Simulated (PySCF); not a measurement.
Screening by computed properties: pick the candidate that meets the target.

All species are isolated and taken at one optimised geometry, non-relativistic unless stated; the electronic structure was computed with PySCF and density fitting.

Dipoles, sizes and rotational constants follow the conformer. The torsions of the flexible species, by atom-mapped SMILES:
- `[CH3:1][O:2][SiH2:3][CH2:4][C@H:5]([F:6])[CH2:7][F:8]`: C1–O2–Si3–C4 -67°, O2–Si3–C4–C5 -33°, Si3–C4–C5–F6 65°, C4–C5–C7–F8 -63°
- `[CH3:1]/[CH:2]=[C:3](\[C:4]#[N:5])[O:6][SiH2:7][CH2:8][CH3:9]`: C2–C3–O6–Si7 2°, C3–O6–Si7–C8 178°, O6–Si7–C8–C9 -177°
- `[CH3:1][O:2]/[C:3](=[CH:4]/[SiH2:5][CH3:6])[CH2:7][C:8]#[N:9]`: C1–O2–C3–C4 -3°, C3–C4–Si5–C6 -179°, O2–C3–C7–C8 -97°
- `[CH3:1][CH2:2][CH2:3][C@@:4]([SiH3:5])([C:6]#[N:7])[CH:8]=[O:9]`: C1–C2–C3–C4 180°, C2–C3–C4–Si5 -176°, C3–C4–C8–O9 28°
- `[CH3:1][O:2][Si@:3]([NH2:4])([OH:5])[CH:6]([CH3:7])[CH3:8]`: C1–O2–Si3–N4 -59°, O2–Si3–C6–C7 59°, H–N4–Si3–O2 -47°, H–N4–Si3–O2 -179°, H–O5–Si3–O2 -33°

**Question.** Wanted: HOMO–LUMO gap below 6.7 eV (PBE0/pcSseg-1) and dipole moment above 3 D (PBE0/pcSseg-1), at GFN2-xTB geometries. Which candidate meets both?
A. `C([C@@H](F)C[SiH2]OC)F`
B. `CO/C(=C/[SiH2]C)CC#N`
C. `C/C=C(\C#N)O[SiH2]CC`
D. `CCC[C@@]([SiH3])(C#N)C=O`

**Answer.** C. Computed values:
```
                 species  HOMO–LUMO gap  dipole moment
    C/C=C(\C#N)O[SiH2]CC        6.25 eV         4.28 D
CCC[C@@]([SiH3])(C#N)C=O        6.54 eV         2.56 D
    CO/C(=C/[SiH2]C)CC#N        6.87 eV         4.47 D
  C([C@@H](F)C[SiH2]OC)F        8.63 eV         1.48 D
```

**Question.** Wanted: smallest rotational constant between 0.6 GHz and 1 GHz (GFN2-xTB) and HOMO energy below -7.4 eV (PBE0/pcSseg-1), at GFN2-xTB geometries. Which candidate meets both?
A. `CO[Si@](N)(O)C(C)C`
B. `CO/C(=C/[SiH2]C)CC#N`
C. `C/C=C(\C#N)O[SiH2]CC`
D. `CO[SiH2]C[C@H](F)CF`

**Answer.** D. Computed values:
```csv
species,smallest rotational constant,HOMO energy
C/C=C(\C#N)O[SiH2]CC,0.516 GHz,-7.27 eV
CO/C(=C/[SiH2]C)CC#N,0.644 GHz,-7.15 eV
CO[SiH2]C[C@H](F)CF,0.929 GHz,-7.93 eV
CO[Si@](N)(O)C(C)C,1.143 GHz,-7.56 eV
```
